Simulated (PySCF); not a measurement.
C₇H₈ClO (doublet state).
Z-matrix (Å and degrees, GFN2-xTB geometry), rows numbered from 1:
```
C 
C   1  1.3613
C   2  1.3942  1  126.45
C   3  1.4899  2  123.95  1    -1.17
C   3  1.4639  2  118.56  1   176.18
O   5  1.4564  3  118.92  2   146.02
C   6  1.3382  5   62.47  3   110.24
C   7  1.3082  5  155.17  6   175.34
Cl  8  1.7293  7  120.77  5     4.59
H   1  1.0745  2  122.41  3    -0.37
H   1  1.0744  2  120.74  3   179.79
H   2  1.0838  1  117.40  3   179.62
H   4  1.0887  3  110.28  2  -152.73
H   4  1.0932  3  110.40  2    88.23
H   4  1.0864  3  111.17  2   -31.75
H   5  1.0869  3  116.43  2     5.49
H   8  1.0768  7  124.07  5  -176.42
```

The hyperfine couplings belong to this conformer and change with its torsions.

Identity: `C=C[C](C)[C@H]1O/C1=C/Cl` [radical].

Method: UKS B3LYP, pcH-1 on C Cl H O, non-relativistic, mean-field spin-orbit, GIAO (PySCF 2.14.0). Geometry: GFN2-xTB, one conformer, isolated molecule. Couplings are sensitive to structure, and on GFN2-xTB geometries they can be far from those on DFT ones. No stability test was run, so a lower SCF solution isn't excluded. ⟨S²⟩ is 0.774 where a pure state has 0.75.

(1) Predict the first-order ENDOR lines of H13/H14/H15, H11, H10, H12, H17, H16 and Cl9 under fast tumbling at B = 333.5 mT (X band).

(2) Which pairs are centred on the nuclear Larmor frequency, and which on half the coupling?

(3) At what field would the lower line of H12 fall to zero frequency?

## Answers

(1) ν± = |νn ± a/2|, one line for each electron-spin manifold; νn = |g_N| × 7.62259 MHz/T × B.

```csv
nuclei,isotope,g_N,νn (MHz),a_iso (MHz),lower line (MHz),upper line (MHz)
H13/H14/H15,1H,5.5857,14.20,39.08,5.34,33.74
H11,1H,5.5857,14.20,-37.93,4.76,33.16
H10,1H,5.5857,14.20,-36.43,4.02,32.41
H12,1H,5.5857,14.20,11.31,8.55,19.85
H17,1H,5.5857,14.20,6.45,10.98,17.42
H16,1H,5.5857,14.20,3.77,12.31,16.09
Cl9,35Cl,0.5479,1.39,0.76,1.01,1.77
```

(2) Centred on νn, since |a| < 2νn: H12, H17, H16 and Cl9. Centred on |a|/2 and split by 2νn: H13/H14/H15, H11 and H10.

(3) Where νn = |a|/2, that is B = 5.65 MHz/(5.5857 × 7.62259 MHz/T) = 133 mT, as far as first order holds there.

Class means assume fast exchange of nuclei equivalent by connectivity; if that motion is slow, each nucleus keeps its own coupling. The three 1H nuclei of mean +39.1 MHz run from 18.5 to 77.0 MHz in the frozen geometry.

Main isotope only: 35Cl (natural samples also hold 24 % 37Cl, magnetic too, which adds its own pattern).

Time: 2.2 min wall (with the writing of density and orbital grids); peak memory 1.1 GiB. Hardware: an Arm Neoverse V1 with one thread, shared host with 32 logical CPUs at a one-minute load of 16.
